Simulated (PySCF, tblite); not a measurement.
Species: C5H6ClF.
Cartesian coordinates in Å at the GFN2-xTB level; atoms count from 1:
```
atom  x, y, z in Å
C1    -2.3096    0.3937    0.1049
C2    -1.2695   -0.6813    0.1809
C3    -0.0497   -0.5484   -0.2327
C4     1.1724   -0.3909   -0.6479
C5     2.2622    0.1279    0.2256
F6     3.4074   -0.5852    0.0607
Cl7    2.6319    1.8397   -0.2100
H8    -3.1458    0.0551   -0.5054
H9    -2.6882    0.6115    1.1027
H10   -1.8977    1.3015   -0.3267
H11   -1.5916   -1.6246    0.6043
H12    1.4636   -0.6142   -1.6651
H13    2.0103    0.1157    1.2910
```

Method: B3LYP/def2-SVPD in PySCF (dipole) on a GFN2-xTB geometry, gas phase.

Masses are those of the commonest isotopes; rigid-rotor values at the optimised geometry. The values belong to one conformer with, in the numbering `[CH3:1][CH:2]=[C:3]=[CH:4][C@@H:5]([F:6])[Cl:7]`, C3–C4–C5–F6 137°.

(1) What are A, B and C (GHz)?

(2) What kind of rotor is it?

(3) Is it planar, by Δ = Ic − Ia − Ib?

(4) Which types of transition are allowed, and where do some lines up to J = 2 fall?

(5) Estimate the classical rotational partition function at 25 K, 50 K and 500 K.

Results:

(1) Ia = 126.61, Ib = 500.61, Ic = 600.28 u·Å²; 505379 MHz·u·Å²/I gives 3992, 1010 and 841.9 MHz, that is A = 3.9917, B = 1.0095, C = 0.8419 GHz.

(2) An asymmetric top: κ = (2 × 1010 − 3992 − 841.9)/(3992 − 841.9) = -0.89.

(3) Not planar: Δ = Ic − Ia − Ib = -26.94 u·Å². For a rigid frame Δ = −2 Σ m c², so Σ m c² = 13.47 u·Å² lies off the ab plane: 6.45 from hydrogen and 7.02 from heavier atoms. The atom farthest from that plane is 1.61 Å away.

(4) The dipole components are |μa| = 3.22 D, |μb| = 0.17 D, |μc| = 0.47 D. The squared components, which scale the intensities, stand as 1.00 : 0.00 : 0.02 (a : b : c). Some lines, for components of 0.1 D or more:

```tsv
type	branch	J(Ka,Kc)	MHz	lower level (cm⁻¹)
a	Q	2(1,1) ← 2(1,2)	503	0.279
b	R	2(0,2) ← 1(1,1)	714	0.161
a	R	1(0,1) ← 0(0,0)	1851	0.000
c	Q	2(1,2) ← 2(0,2)	2821	0.185
c	Q	1(1,1) ← 1(0,1)	2982	0.062
b	Q	1(1,0) ← 1(0,1)	3150	0.062
a	R	2(1,2) ← 1(1,1)	3535	0.161
a	R	2(0,2) ← 1(0,1)	3696	0.062
a	R	2(1,1) ← 1(1,0)	3870	0.167
b	R	1(1,1) ← 0(0,0)	4834	0.000
c	R	1(1,0) ← 0(0,0)	5001	0.000
b	R	2(1,2) ← 1(0,1)	6517	0.062
c	R	2(1,1) ← 1(0,1)	7020	0.062
c	Q	2(2,1) ← 2(1,1)	8946	0.296
b	Q	2(2,0) ← 2(1,1)	8953	0.296
b	Q	2(2,1) ← 2(1,2)	9449	0.279
b	R	2(2,1) ← 1(1,0)	12817	0.167
c	R	2(2,0) ← 1(1,0)	12824	0.167
c	R	2(2,1) ← 1(1,1)	12984	0.161
b	R	2(2,0) ← 1(1,1)	12991	0.161
```

(5) Point group C1, symmetry number σ = 1; q = (√π/σ)·√((kT/h)³/(ABC)), k/h = 20836.6 MHz/K: 11400 at 25 K, 32400 at 50 K, 1020000 at 500 K.

Its GFN2-xTB frequencies are all real (lowest 35 cm⁻¹). No vibrational averaging or centrifugal distortion is included, and the geometry carries the error of its method. A rigid rotor knows nothing of internal rotation, which can split or shift real lines. Quadrupole hyperfine structure (35Cl) is left out.
